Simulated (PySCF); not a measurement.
Si31H46: Orbital levels and atomic charges

System: Si31H46 (flake silicane).

Cartesian coordinates (Å):
```
  1 Si   -3.9978    3.1259   -0.2295
  2 Si   -5.9864    4.1976    0.3762
  3 Si   -7.8984    3.0815   -0.3364
  4 Si   -7.9679    0.8306    0.2828
  5 Si   -5.9739   -0.3040   -0.2618
  6 Si   -3.9926    0.8307    0.3110
  7 Si    9.8771   -0.3777   -0.3158
  8 Si    7.9670    0.8293    0.2858
  9 Si    5.9723   -0.3046   -0.2596
 10 Si    5.9897   -2.5962    0.2893
 11 Si    7.9726   -3.6852   -0.3083
 12 Si    9.8978   -2.5905    0.4016
 13 Si    3.9975    3.1251   -0.2283
 14 Si    1.9938    4.1687    0.3626
 15 Si   -0.0001    3.1187   -0.2558
 16 Si    0.0003    0.8303    0.3028
 17 Si    1.9981   -0.2892   -0.2493
 18 Si    3.9922    0.8301    0.3126
 19 Si   -9.8770   -0.3772   -0.3165
 20 Si   -9.8978   -2.5886    0.4031
 21 Si   -7.9740   -3.6848   -0.3072
 22 Si   -5.9910   -2.5955    0.2890
 23 Si    7.8994    3.0813   -0.3320
 24 Si    5.9860    4.1976    0.3789
 25 Si   -1.9941    4.1688    0.3620
 26 Si   -1.9975   -0.2887   -0.2505
 27 Si   -1.9987   -2.5800    0.3038
 28 Si    0.0006   -3.6285   -0.2992
 29 Si    1.9990   -2.5797    0.3039
 30 Si    3.9891   -3.6366   -0.3118
 31 Si   -3.9901   -3.6369   -0.3115
 32 H    -4.0054    3.1044   -1.7184
 33 H    -6.0115    4.2727    1.8478
 34 H    -5.9735    5.6149   -0.0256
 35 H    -7.9291    3.1165   -1.8090
 36 H    -9.1410    3.7779    0.0383
 37 H    -7.9533    0.8278    1.7710
 38 H    -5.9575   -0.2914   -1.7517
 39 H    -4.0008    0.8038    1.8015
 40 H     9.9276   -0.3784   -1.7897
 41 H    11.1039    0.3435    0.0607
 42 H     7.9544    0.8254    1.7741
 43 H     5.9582   -0.2911   -1.7495
 44 H     5.9974   -2.5733    1.7773
 45 H     7.9989   -3.7621   -1.7803
 46 H     7.9468   -5.0998    0.0978
 47 H     9.9262   -2.6068    1.8739
 48 H    11.1354   -3.3022    0.0422
 49 H     4.0063    3.1047   -1.7170
 50 H     1.9817    4.2622    1.8351
 51 H     1.9961    5.5817   -0.0586
 52 H     0.0006    3.0978   -1.7440
 53 H    -0.0006    0.8143    1.7946
 54 H     2.0072   -0.2669   -1.7405
 55 H     4.0003    0.8044    1.8029
 56 H    -9.9286   -0.3797   -1.7899
 57 H   -11.1035    0.3437    0.0593
 58 H    -9.9238   -2.6036    1.8754
 59 H   -11.1354   -3.3017    0.0468
 60 H    -8.0004   -3.7622   -1.7791
 61 H    -7.9477   -5.0992    0.0996
 62 H    -5.9975   -2.5709    1.7771
 63 H     7.9324    3.1163   -1.8050
 64 H     9.1415    3.7774    0.0456
 65 H     6.0108    4.2733    1.8507
 66 H     5.9738    5.6148   -0.0240
 67 H    -1.9819    4.2628    1.8344
 68 H    -1.9964    5.5818   -0.0594
 69 H    -2.0061   -0.2678   -1.7420
 70 H    -2.0064   -2.5576    1.7922
 71 H    -0.0001   -3.7276   -1.7714
 72 H    -0.0005   -5.0406    0.1255
 73 H     2.0067   -2.5581    1.7921
 74 H     3.9907   -3.7262   -1.7842
 75 H     3.9903   -5.0501    0.1071
 76 H    -3.9906   -3.7266   -1.7842
 77 H    -3.9908   -5.0504    0.1090
```

Method: PBE/def2-SVP, gas phase, PySCF, fitting set def2-universal-JFIT, grid level 1.

(1) Give the orbital energies near the gap.

(2) Give the partial charges of the non-hydrogen atoms.

Results:

(1) 
```
orbital     eV
 HOMO-4  -6.67
 HOMO-3  -6.64
 HOMO-2  -6.40
 HOMO-1  -6.27
   HOMO  -6.14
   LUMO  -2.79
 LUMO+1  -2.51
 LUMO+2  -2.43
 LUMO+3  -2.16
```

(2) 
| atom | Mulliken | IAO | Hirshfeld |
| --- | --- | --- | --- |
| Si1 | -0.07 | 0.04 | 0.08 |
| Si2 | 0.08 | 0.16 | 0.15 |
| Si3 | 0.08 | 0.16 | 0.14 |
| Si4 | -0.08 | 0.03 | 0.08 |
| Si5 | -0.03 | 0.05 | 0.07 |
| Si6 | -0.01 | 0.06 | 0.07 |
| Si7 | 0.06 | 0.15 | 0.14 |
| Si8 | -0.08 | 0.03 | 0.08 |
| Si9 | -0.03 | 0.05 | 0.07 |
| Si10 | -0.07 | 0.04 | 0.08 |
| Si11 | 0.07 | 0.16 | 0.14 |
| Si12 | 0.05 | 0.15 | 0.15 |
| Si13 | -0.07 | 0.04 | 0.08 |
| Si14 | 0.11 | 0.17 | 0.14 |
| Si15 | -0.06 | 0.04 | 0.08 |
| Si16 | -0.01 | 0.06 | 0.07 |
| Si17 | -0.01 | 0.06 | 0.07 |
| Si18 | -0.01 | 0.06 | 0.07 |
| Si19 | 0.07 | 0.15 | 0.14 |
| Si20 | 0.05 | 0.15 | 0.15 |
| Si21 | 0.07 | 0.16 | 0.14 |
| Si22 | -0.07 | 0.04 | 0.08 |
| Si23 | 0.08 | 0.16 | 0.14 |
| Si24 | 0.08 | 0.16 | 0.15 |
| Si25 | 0.11 | 0.17 | 0.14 |
| Si26 | -0.01 | 0.06 | 0.07 |
| Si27 | -0.06 | 0.04 | 0.08 |
| Si28 | 0.11 | 0.17 | 0.14 |
| Si29 | -0.06 | 0.04 | 0.08 |
| Si30 | 0.11 | 0.17 | 0.14 |
| Si31 | 0.11 | 0.17 | 0.14 |
